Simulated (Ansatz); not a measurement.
One change: `C[O][W]([NH2])(=[O])=[S]` becomes `[NH2][W](=[O])(=[S])[Cl]`.

Ansatz, PBE0-D4/def2-TZVP geometries, multiplicity 1. Each molecule was computed in one conformer, which needn't be the lowest.

Elements past krypton have def2 core potentials.

| property | `C[O][W]([NH2])(=[O])=[S]` |
| --- | --- |
| LUMO energy (PBE/def2-TZVPP) / eV | -2.73 |
| size of the dipole moment (B3LYP/def2-TZVPP) / D | 4.28 |
| HOMO–LUMO gap (PBE/def2-TZVPP) / eV | 3.40 |
| zero-point energy (PBE0-D4/def2-TZVP) / kJ/mol | 190.1 |
| HOMO–LUMO gap (PBE0/def2-TZVPP) / eV | 5.36 |
| LUMO energy (B3LYP/def2-TZVPP) / eV | -2.19 |

(1) What does the change do to each property? (Best estimate.)

Answers

(1) The calculation gave: 
```tsv
property	`[NH2][W](=[O])(=[S])[Cl]`	shift
LUMO energy (PBE/def2-TZVPP) / eV	-3.23	-0.50
size of the dipole moment (B3LYP/def2-TZVPP) / D	3.87	-0.41
HOMO–LUMO gap (PBE/def2-TZVPP) / eV	3.28	-0.12
zero-point energy (PBE0-D4/def2-TZVP) / kJ/mol	84.5	-105.6
HOMO–LUMO gap (PBE0/def2-TZVPP) / eV	5.22	-0.14
LUMO energy (B3LYP/def2-TZVPP) / eV	-2.70	-0.51
```

With PBE0 the HOMO falls by 0.38 eV and the LUMO falls by 0.52 eV, so the gap narrows by about 0.14 eV. PBE moves the HOMO by -0.38 eV and ωB97M-V by -0.36 eV. The zero-point energy changes by -105.6 kJ/mol with -12 modes. Dipoles are sizes alone; their direction can turn.

B3LYP here is the variant with VWN-RPA as its local correlation; programs differ in this.
